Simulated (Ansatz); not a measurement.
`IP(I)I` from Hartree–Fock to CCSD(T)

```xyz
4

I    -1.1667    0.6253   -1.7801
P     0.4388    0.6650    0.0657
I    -0.9629    0.1180    1.9949
I     1.6908   -1.4083   -0.2805
```

The species carries charge 0 and has multiplicity 1. Correlated methods include outer-core shells of I, which these sets cover unevenly. I takes the def2 core potential. All single points use the PBE0-D4/def2-TZVP geometry. Frozen core, restricted reference, Ansatz 0.2.0.

```json
{"basis": "def2-SVP", "HF (Eh)": "-1230.62808", "MP2 corr.": "-0.47068", "CCSD corr.": "?", "(T)": "?", "CCSD(T) total": "?"}
{"basis": "def2-TZVPP", "HF (Eh)": "-1230.78617", "MP2 corr.": "-1.63948", "CCSD corr.": "-1.55253", "(T)": "-0.04371", "CCSD(T) total": "-1232.38241"}
{"basis": "def2-QZVPP", "HF (Eh)": "?", "MP2 corr.": "?", "CCSD corr.": "–", "(T)": "–", "CCSD(T) total": "–"}
```

(1) Fill in the withheld values. (Best estimate.)

## Answers

(1) Computed: def2-SVP CCSD corr.: -0.49708; def2-SVP (T): -0.01648; def2-SVP CCSD(T) total: -1231.14164; def2-QZVPP HF (Eh): -1230.80064; def2-QZVPP MP2 corr.: -2.16861.
